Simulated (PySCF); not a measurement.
BrH3OSeSi.

```xyz
7

Se     0.0711    -0.2320     1.0136
Br     1.0664     1.2259    -0.5270
O     -0.5395    -1.5489    -0.0512
Si    -2.0127    -1.3375    -0.8766
H     -3.1147    -1.0787     0.0937
H     -2.2281    -2.6218    -1.5936
H     -1.9047    -0.2041    -1.8369
```

Geometry: r2SCAN-D4/def2-SVP. The structure was generated by enumeration, and PubChem lists no compound with its InChIKey, so it may never have been made. Other conformers were not sampled.

These are PBE/pcSseg-1 run with PySCF values and carry that method's errors. Non-relativistic, no solvent.

Q: Give the absolute GIAO shielding of each atom: isotropic value and principal components (ppm). (The exact figures need the calculation; the answer reports its results.)

A: 
```csv
atom,σ(iso),σ11,σ22,σ33,span
Se1,-804.2,-1536.3,-738.4,-137.9,1398.4
Br2,1895.9,561.7,2261.5,2864.4,2302.6
O3,268.7,36.0,188.8,581.3,545.3
Si4,350.8,283.4,322.2,446.7,163.3
H5,26.2,23.1,24.5,31.1,8.0
H6,25.9,22.4,24.0,31.2,8.8
H7,26.1,21.9,26.4,29.9,8.0
```
